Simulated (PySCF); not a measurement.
C3H6BNO, SMILES CB(O)CC#N.

Coordinates come from a ωB97X-D3(BJ)/def2-SVP optimisation. The structure was generated by enumeration, and PubChem lists no compound with its InChIKey, so it may never have been made. Other conformers were not sampled.

These are PBE/def2-TZVP (PySCF) values and carry that method's errors.

```yaml
total_energy: -272.57689 hartree
highest_occupied_level: -7.57 eV
lowest_empty_level: -1.13 eV
orbital_gap: 6.44 eV
dipole_moment: 3.31 D
quadrupole, principal values (traceless, Buckingham form, about the centre of nuclear charge): -12.24, 6.04, 6.20 D·Å
mean_static_polarisability: 57.8 bohr³ (8.56 Å³)
polarisability_principal_values: 43.1, 53.9, 76.4 bohr³
```
